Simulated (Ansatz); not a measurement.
CH9NOSi2 (`C[Si](N)(O)[SiH3]`) at its PBE0-D4/def2-TZVP geometry, where that method's forces vanish. Charge 0, multiplicity 1.

```xyz
14

C     1.4565   -0.1416   -1.0871
Si   -0.1866   -0.3250   -0.2247
N    -0.1157   -1.7455    0.7233
O    -1.4149   -0.4364   -1.3369
Si   -0.6463    1.4786    1.2120
H     1.6543   -1.0143   -1.7171
H     2.2715   -0.0434   -0.3665
H     1.4668    0.7396   -1.7335
H    -0.8864   -2.0058    1.3170
H     0.3677   -2.5604    0.3803
H    -1.6856    0.3699   -1.7786
H     0.5445    1.8599    2.0212
H    -1.7542    1.1408    2.1508
H    -1.0714    2.6835    0.4396
```

**Question.** What forces (eV/Å) does PBE-D4/def2-TZVPP give on these atoms in Ansatz? (Best estimate.)

**Answer.** Ansatz gave: 
```
C1   0.005 -0.005  0.030
Si2  0.180  0.270  0.153
N3   0.104  0.080  0.102
O4  -0.258 -0.425 -0.129
Si5  0.028 -0.074 -0.048
H6   0.044 -0.164 -0.123
H7   0.163  0.021  0.126
H8   0.004  0.160 -0.119
H9  -0.253 -0.101  0.207
H10  0.164 -0.290 -0.101
H11 -0.141  0.385 -0.217
H12  0.115  0.051  0.091
H13 -0.111 -0.026  0.098
H14 -0.043  0.120 -0.069
```
